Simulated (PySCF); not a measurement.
Geometry (Å), atoms numbered from 1 in this order:
```xyz
19

F    -2.0759    1.8754    0.1846
C    -1.1572    0.9356   -0.2458
C    -1.6083   -0.4228    0.2510
C    -0.6088   -1.5411    0.0147
O     0.5205   -1.3888    0.8429
C     1.6260   -0.7547    0.2782
C     1.3658    0.5957   -0.3768
F     1.1153    0.4072   -1.7332
C     0.2178    1.3897    0.2250
H    -1.1654    0.9522   -1.3482
H    -2.5706   -0.6690   -0.2267
H    -1.7932   -0.3498    1.3354
H    -1.0735   -2.5046    0.2767
H    -0.3139   -1.5956   -1.0497
H     2.1215   -1.3902   -0.4838
H     2.3400   -0.6131    1.1043
H     2.2982    1.1826   -0.3164
H     0.2736    1.3417    1.3244
H     0.3149    2.4474   -0.0635
```

Geometry: PBE0-D3(BJ)/def2-SVP; GIAO shifts from PySCF 2.14.0 with density-fitted response routines, gas phase, non-relativistic, averaged over equivalent atoms.

At PBE/pcSseg-1 (203 basis functions, 85 s wall time on 1 thread of an Arm Neoverse N1, shared host):
```json
{"atoms": "F8", "δ (ppm)": "-205.0"}
{"atoms": "F1", "δ (ppm)": "-221.2"}
{"atoms": "C7", "δ (ppm)": "95.1"}
{"atoms": "C2", "δ (ppm)": "91.3"}
{"atoms": "C6", "δ (ppm)": "79.8"}
{"atoms": "C4", "δ (ppm)": "66.8"}
{"atoms": "C3", "δ (ppm)": "42.5"}
{"atoms": "C9", "δ (ppm)": "39.5"}
{"atoms": "O5", "δ (ppm)": "54.8"}
{"atoms": "H10", "δ (ppm)": "5.03"}
{"atoms": "H17", "δ (ppm)": "4.82"}
{"atoms": "H15", "δ (ppm)": "4.06"}
{"atoms": "H13", "δ (ppm)": "3.88"}
{"atoms": "H16", "δ (ppm)": "3.85"}
{"atoms": "H14", "δ (ppm)": "3.26"}
{"atoms": "H19", "δ (ppm)": "2.52"}
{"atoms": "H11", "δ (ppm)": "2.05"}
{"atoms": "H18", "δ (ppm)": "1.86"}
{"atoms": "H12", "δ (ppm)": "1.83"}
```

Shifts are taken against calculated references (same method and geometry level): CFCl3 for ¹⁹F (144.73 ppm); ¹³C (180.03 ppm) and ¹H (31.20 ppm) against TMS; H2O for ¹⁷O (334.63 ppm).

Q: Predict the values at PBE0/pcSseg-1 on the same geometry.

A: 
```json
{"atoms": "F8", "δ at PBE0/pcSseg-1": "-192.2", "change": "+12.8"}
{"atoms": "F1", "δ at PBE0/pcSseg-1": "-205.2", "change": "+16.0"}
{"atoms": "C7", "δ at PBE0/pcSseg-1": "91.7", "change": "-3.4"}
{"atoms": "C2", "δ at PBE0/pcSseg-1": "87.4", "change": "-3.9"}
{"atoms": "C6", "δ at PBE0/pcSseg-1": "76.3", "change": "-3.5"}
{"atoms": "C4", "δ at PBE0/pcSseg-1": "64.0", "change": "-2.8"}
{"atoms": "C3", "δ at PBE0/pcSseg-1": "40.4", "change": "-2.1"}
{"atoms": "C9", "δ at PBE0/pcSseg-1": "37.5", "change": "-2.0"}
{"atoms": "O5", "δ at PBE0/pcSseg-1": "38.2", "change": "-16.6"}
{"atoms": "H10", "δ at PBE0/pcSseg-1": "4.85", "change": "-0.18"}
{"atoms": "H17", "δ at PBE0/pcSseg-1": "4.62", "change": "-0.20"}
{"atoms": "H15", "δ at PBE0/pcSseg-1": "3.89", "change": "-0.17"}
{"atoms": "H13", "δ at PBE0/pcSseg-1": "3.75", "change": "-0.13"}
{"atoms": "H16", "δ at PBE0/pcSseg-1": "3.69", "change": "-0.16"}
{"atoms": "H14", "δ at PBE0/pcSseg-1": "3.13", "change": "-0.13"}
{"atoms": "H19", "δ at PBE0/pcSseg-1": "2.49", "change": "-0.03"}
{"atoms": "H11", "δ at PBE0/pcSseg-1": "1.95", "change": "-0.10"}
{"atoms": "H18", "δ at PBE0/pcSseg-1": "1.81", "change": "-0.05"}
{"atoms": "H12", "δ at PBE0/pcSseg-1": "1.86", "change": "+0.03"}
```

References, each an isolated molecule treated in the same way: CFCl3 for ¹⁹F (177.25 ppm); ¹³C (184.41 ppm), ¹H (31.27 ppm) vs TMS; ¹⁷O (334.56 ppm) vs H2O.

The largest change is at O5 (ether oxygen). Cost: 203 basis functions, 61 s wall time on 1 thread of an Arm Neoverse N1, shared host. The order of the carbon signals is the same at both levels.

Unscaled 19F shifts against computed CFCl3 carry errors that often reach 10 to 50 ppm. Experimental scales use liquid or dissolved standards, which lie at an offset from isolated H2O (liquid H2O: subtract about 36 ppm).
